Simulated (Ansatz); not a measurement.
Cost and result for the atomization energy of C2H6ClGaGeO2, SMILES `[Cl][GeH]1[CH2][GaH][O]C[O]1` (13 atoms, 13 bonds).

```xyz
13

Cl   -2.5818   -0.3150   -0.7049
Ge   -0.5203   -0.1827   -1.3560
C     0.4427   -1.5727   -0.4288
Ga    0.7774   -0.8283    1.3661
O     0.4285    0.9208    1.5189
C    -0.0695    1.7804    0.5497
O     0.1329    1.3633   -0.7780
H    -0.4976   -0.0962   -2.8837
H    -0.1159   -2.5091   -0.3978
H     1.3979   -1.7598   -0.9286
H     1.3003   -1.4735    2.6775
H     0.4492    2.7409    0.6403
H    -1.1438    1.9320    0.7255
```

Total charge 0; spin multiplicity 1. Correlated methods include outer-core shells of Ga, Ge, which these sets cover unevenly. Scalar relativity is left out up to krypton. All single points use the PBE0-D4/def2-TZVP geometry. Program: Ansatz. All runs use 2 threads of an AMD EPYC 7R13 on a shared host and a share of an NVIDIA H100 80 GB. Times are those of one run each, without the atoms' runs, and a repeat can differ threefold. Electronic energies, without spin–orbit coupling; frozen cores. CCSD(T)/CBS adds CCSD(T) − MP2 in def2-TZVPP to the MP2 limit, and its time is that of the two runs behind it. T1 = 0.014. With those shells the extrapolation isn't a true limit. B3LYP takes the VWN-RPA correlation (the form of Gaussian; ORCA's B3LYP/G).

CCSD(T)/CBS is a level of theory with its own doubt, some kJ/mol a heavy atom from the limit and from the frozen cores, so smaller differences don't rank the functionals.

```tsv
level	functions	wall time
PBE0-D4/def2-TZVPP	346	3.3 s
BLYP-D4/def2-TZVPP	346	3.3 s
CCSD(T)/def2-SVP	168	3.3 s
CAM-B3LYP-D4/def2-TZVPP	346	3.6 s
BHLYP-D4/def2-TZVPP	346	3.8 s
PBE-QIDH/def2-TZVPP	346	4 s
r2SCANh-D4/def2-TZVPP	346	4.3 s
B97M-V/def2-TZVPP	346	5 s
B3LYP-D4/def2-TZVPP (with forces)	346	5.5 s
ωB97M-V/def2-TZVPP (with forces)	346	7.5 s
MP2/def2-QZVPP	656	9 s
CCSD(T)/def2-TZVPP	346	23 s
CCSD(T)/CBS(def2)	–	32 s
```

(1) What atomization energy does each give, and how far from CCSD(T)/CBS? (Best estimate.)

Answers

(1) Computed: 
| level | atomization (kcal/mol) | difference from CCSD(T)/CBS | per bond |
| --- | --- | --- | --- |
| PBE0-D4/def2-TZVPP | 1109.5 | -6.3 | -0.5 |
| BLYP-D4/def2-TZVPP | 1097.7 | -18.1 | -1.4 |
| CCSD(T)/def2-SVP | 1046.7 | -69.1 | -5.3 |
| CAM-B3LYP-D4/def2-TZVPP | 1109.5 | -6.3 | -0.5 |
| BHLYP-D4/def2-TZVPP | 1065.6 | -50.2 | -3.9 |
| PBE-QIDH/def2-TZVPP | 1108.6 | -7.2 | -0.6 |
| r2SCANh-D4/def2-TZVPP | 1108.6 | -7.2 | -0.6 |
| B97M-V/def2-TZVPP | 1115.7 | -0.1 | 0.0 |
| B3LYP-D4/def2-TZVPP (with forces) | 1098.7 | -17.1 | -1.3 |
| ωB97M-V/def2-TZVPP (with forces) | 1109.5 | -6.3 | -0.5 |
| MP2/def2-QZVPP | 1133.4 | 17.6 | 1.4 |
| CCSD(T)/def2-TZVPP | 1089.4 | -26.4 | -2.0 |
| CCSD(T)/CBS(def2) | 1115.8 | 0.0 | 0.0 |

The D4 term adds +16.6 kcal/mol with B3LYP and +8.8 kcal/mol with PBE0; it sums over pairs of atoms, weighted by their polarisabilities, and B3LYP, whose exchange is more repulsive, gets the larger term. From r2SCAN to r2SCAN0 (25 % exact exchange), in def2-TZVPP and without D4, the atomization energy moves by −22.8 kcal/mol: exact exchange takes away binding that semilocal exchange gives to molecules. In def2-TZVPP, CCSD(T) changes the Hartree–Fock value by +310.0 kcal/mol (the triples alone add +21.4 kcal/mol) and MP2 by +338.7 kcal/mol; breaking electron pairs costs correlation energy, which Hartree–Fock lacks.
